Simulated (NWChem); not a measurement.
Program: NWChem. System: C3H6NO, charge 0, spin multiplicity 2, at a geometry optimised with UB3LYP/def2-SVP. The structure started from a generated list of species. Its SCF solution wasn't tested for a lower state. Level: G0W0@UPBE/def2-TZVP, RI basis def2-tzvp-rifit.

Part of the output:

```
             Northwest Computational Chemistry Package (NWChem) 7.3.0
             --------------------------------------------------------

                                NWChem Input Module
                                -------------------

 Scaling coordinates for geometry "geometry" by  1.889725989
 (inverse scale =  0.529177249)

 Turning off AUTOSYM since
 SYMMETRY directive was detected!

                             Geometry "geometry" -> ""
                             -------------------------

 Output coordinates in angstroms (scale by  1.889725989 to convert to a.u.)

  No.       Tag          Charge          X              Y              Z
 ---- ---------------- ---------- -------------- -------------- --------------
    1 C                    6.0000     0.62327000     1.34680100     0.00000000
    2 N                    7.0000    -0.24226800     0.27840000     0.00000000
    3 C                    6.0000    -1.67672100     0.51860300     0.00000000
    4 C                    6.0000     0.24594000    -1.02001300     0.00000000
    5 O                    8.0000     1.42347600    -1.30773800     0.00000000
    6 H                    1.0000     0.20989500     2.35262500     0.00000000
    7 H                    1.0000     1.68811900     1.12850300     0.00000000
    8 H                    1.0000    -1.97971100     1.08769700     0.89437800
    9 H                    1.0000    -2.21006100    -0.44198300     0.00000000
   10 H                    1.0000    -1.97971100     1.08769700    -0.89437800
   11 H                    1.0000    -0.57539100    -1.77377600     0.00000000

 Effective nuclear repulsion energy (a.u.)     172.8473332209

            Nuclear Dipole moment (a.u.)
            ----------------------------
        X                 Y               Z
 ---------------- ---------------- ----------------
     0.0000113384     0.0000094486     0.0000000000

      Symmetry information
      --------------------

 Group name             Cs
 Group number              2
 Group order               2
 No. of unique centers    10

      Symmetry unique atoms

     1    2    3    4    5    6    7    8    9   11


 Summary of "ao basis" -> "" (spherical)
 ------------------------------------------------------------------------------
       Tag                 Description            Shells   Functions and Types
 ---------------- ------------------------------  ------  ---------------------
 *                         def2-tzvp                  on all atoms

 new library libraries.bse/

 Summary of "ri basis" -> "" (spherical)
 ------------------------------------------------------------------------------
       Tag                 Description            Shells   Functions and Types
 ---------------- ------------------------------  ------  ---------------------
 *                      def2-tzvp-rifit               on all atoms

  pbe96 is a nonlocal functional; adding pw91lda local functional.

                                 NWChem DFT Module
                                 -----------------

 Summary of "ao basis" -> "ao basis" (spherical)
 ------------------------------------------------------------------------------
       Tag                 Description            Shells   Functions and Types
 ---------------- ------------------------------  ------  ---------------------
 C                         def2-tzvp                11       31   5s3p2d1f
 N                         def2-tzvp                11       31   5s3p2d1f
 O                         def2-tzvp                11       31   5s3p2d1f
 H                         def2-tzvp                 4        6   3s1p

 Summary of "ao basis" -> "ao basis" (spherical)
 ------------------------------------------------------------------------------
       Tag                 Description            Shells   Functions and Types
 ---------------- ------------------------------  ------  ---------------------
 C                         def2-tzvp                11       31   5s3p2d1f
 N                         def2-tzvp                11       31   5s3p2d1f
 O                         def2-tzvp                11       31   5s3p2d1f
 H                         def2-tzvp                 4        6   3s1p
[...]
    beta     61     62     63     64     65     67     66     68     69     70
 overlap   1.000  0.999  0.994  0.999  0.993  0.992  0.921  0.921  0.998  0.992

   alpha     71     72     73     74     75     76     77     78     79     80
    beta     71     72     73     74     75     76     77     78     79     80
 overlap   0.987  0.999  0.999  0.997  0.956  0.999  0.946  1.000  0.951  0.896

   alpha     81     82     83     84     85     86     87     88     89     90
    beta     81     82     83     84     85     86     87     88     89     90
 overlap   0.989  0.927  0.980  0.996  0.986  0.997  0.998  0.999  1.000  1.000

   alpha     91     92     93     94     95     96     97     98     99    100
    beta     91     93     92     94     95     96     97     98     99    100
 overlap   0.997  0.999  1.000  0.999  0.999  0.999  0.998  0.999  0.995  0.996

   alpha    101    102    103    104    105    106    107    108    109    110
    beta    101    102    103    104    105    106    107    108    109    110
 overlap   0.997  0.999  1.000  0.999  1.000  0.981  0.981  0.994  0.998  0.996

   alpha    111    112    113    114    115    116    117    118    119    120
    beta    111    112    113    114    115    116    117    118    119    120
 overlap   0.999  0.999  0.999  0.999  0.998  0.996  0.999  0.989  0.999  0.987

   alpha    121    122    123    124    125    126    127    128    129    130
    beta    121    122    124    125    123    126    127    128    129    130
 overlap   0.992  0.985  0.775  0.776  0.991  0.997  0.975  1.000  0.968  0.983

   alpha    131    132    133    134    135    136    137    138    139    140
    beta    131    133    132    134    135    136    137    138    139    140
 overlap   1.000  0.991  0.999  0.996  0.960  0.967  0.994  0.995  0.992  0.992

   alpha    141    142    143    144    145    146    147    148    149    150
    beta    141    142    143    144    145    146    147    148    149    150
 overlap   0.996  0.963  0.969  0.998  0.998  0.990  0.999  0.991  1.000  0.999

   alpha    151    152    153    154    155    156    157    158    159    160
    beta    151    152    153    154    155    156    157    158    159    160
 overlap   0.995  0.992  0.996  1.000  0.999  1.000  0.999  0.999  0.999  1.000

   alpha    161    162    163    164    165    166    167    168    169    170
    beta    161    162    163    164    165    166    167    168    169    170
 overlap   1.000  1.000  1.000  1.000  0.999  0.999  0.999  1.000  0.999  1.000

   alpha    171    172    173    174    175    176    177    178    179    180
    beta    171    172    173    174    175    176    177    178    179    180
 overlap   1.000  1.000  1.000  1.000  1.000  1.000  1.000  1.000  1.000  1.000

   alpha    181    182    183    184    185    186    187    188    189    190
    beta    181    182    183    184    185    186    187    188    189    190
 overlap   1.000  1.000  1.000  1.000  1.000  1.000  0.994  0.994  1.000  1.000

   alpha    191
    beta    191
 overlap   1.000

     --------------------------
     Expectation value of S2:
     --------------------------
      <S2> =      0.7540 (Exact =     0.7500)

 center of mass
 --------------
 x =   0.12592824 y =  -0.08934713 z =   0.00000000

 moments of inertia (a.u.)
 ------------------
         285.627503066520         120.609638991761           0.000000000000
         120.609638991761         320.400278818986           0.000000000000
           0.000000000000           0.000000000000         594.512223388684

     Multipole analysis of the density
     ---------------------------------

     L   x y z        total         alpha         beta         nuclear
     -   - - -        -----         -----         ----         -------
     0   0 0 0     -0.000000    -20.000000    -19.000000     39.000000

     1   1 0 0     -1.389760     -1.230081     -0.159690      0.000011
     1   0 1 0      0.727001     -0.386818      1.113810      0.000009
     1   0 0 1      0.000000      0.000000      0.000000      0.000000

     2   2 0 0    -23.461047   -106.234420   -103.389627    186.163000
     2   1 1 0      2.481419     30.741878     32.307435    -60.567894
     2   1 0 1      0.000000     -0.000000      0.000000      0.000000
     2   0 2 0    -23.093146    -96.149073    -89.354755    162.410683
     2   0 1 1     -0.000000     -0.000000      0.000000      0.000000
     2   0 0 2    -23.715126    -15.912656    -13.515544      5.713074

 Task  times  cpu:       63.9s     wall:       63.9s

                                NWChem Input Module
                                -------------------

                                 NWChem GW Module
                                 ----------------

                             ***********************
                             ***        GW       ***
                             ***********************

 Summary of "ri basis" -> "ri basis" (spherical)
 ------------------------------------------------------------------------------
       Tag                 Description            Shells   Functions and Types
 ---------------- ------------------------------  ------  ---------------------
 C                      def2-tzvp-rifit             22       76   8s6p4d3f1g
 N                      def2-tzvp-rifit             22       76   8s6p4d3f1g
 O                      def2-tzvp-rifit             22       76   8s6p4d3f1g
 H                      def2-tzvp-rifit              7       15   4s2p1d

                 Memory Information
                 ------------------
          Available GA per process is          1699.4 MBs
          Available stack per process is        700.0 MBs
          Available heap per process is           0.0 MBs

          Peak memory in Initialization
              Peak GA per process is                 31.6 MBs
              Peak stack per process is               0.4 MBs
              Peak heap per process is               31.9 MBs
              Memory not in MA per process            0.0 MBs

          Peak memory in CDGW Calculation
              Peak GA per process is                 34.9 MBs
              Peak stack per process is               3.4 MBs
              Peak heap per process is                5.5 MBs
              Memory not in MA per process            0.1 MBs

          Computing 2-center integrals
          Computing Inverse Cholesky factor
          Computing 3-center integrals
          Computing Vxc

          Computing Sigma_x
          Computing W(iw) on the imaginary grid
          Solving quasiparticle equations

                  Alpha Orbitals
          State     Energy (eV)     Error (eV)
          -----------------------------------
@GW        17        -12.190           0.005
@GW        18         -8.734           0.004
@GW        19         -8.950           0.002
@GW        20         -6.593           0.002
@GW        21          2.092           0.002
@GW        22          2.694           0.005

                   Beta Orbitals
          State     Energy (eV)     Error (eV)
          -----------------------------------
@GW        16        -12.955           0.002
@GW        17        -13.123           0.002
@GW        18        -10.044           0.003
@GW        19         -8.875           0.002
@GW        20         -0.116           0.002
@GW        21          1.733           0.003

     GW Timing Statistics
   ------------------------
   Init.   :          0.1s
     ERIs  :          2.4s
     Distr.:          0.1s
     Vxc   :          0.9s
   Vmo     :          0.0s
   iW      :          7.9s
   I_n     :          0.0s
   R_n     :          4.5s
   GW total:         16.0s

 Task  times  cpu:       16.0s     wall:       16.0s

 Total times  cpu:       79.9s     wall:       79.9s
```

Problem. Write an NWChem input that would produce this output.

Solution. This is not unique; one that fits is 
```
start mol
memory heap 200 mb stack 700 mb global 1700 mb
geometry units angstroms nocenter noautoz
  C      0.623270     1.346801     0.000000
  N     -0.242268     0.278400     0.000000
  C     -1.676721     0.518603     0.000000
  C      0.245940    -1.020013     0.000000
  O      1.423476    -1.307738     0.000000
  H      0.209895     2.352625     0.000000
  H      1.688119     1.128503     0.000000
  H     -1.979711     1.087697     0.894378
  H     -2.210061    -0.441983     0.000000
  H     -1.979711     1.087697    -0.894378
  H     -0.575391    -1.773776     0.000000
  symmetry group Cs
end
basis spherical
  * library def2-tzvp
end
basis "ri basis" bse spherical
  * library def2-tzvp-rifit
end
dft
  xc xpbe96 cpbe96
  odft
  mult 2
  iterations 100
  direct
  tolerances tight
end
task dft energy
gw
  method cdgw
  states alpha occ 4 vir 2
  states beta occ 4 vir 2
end
task dft gw
```
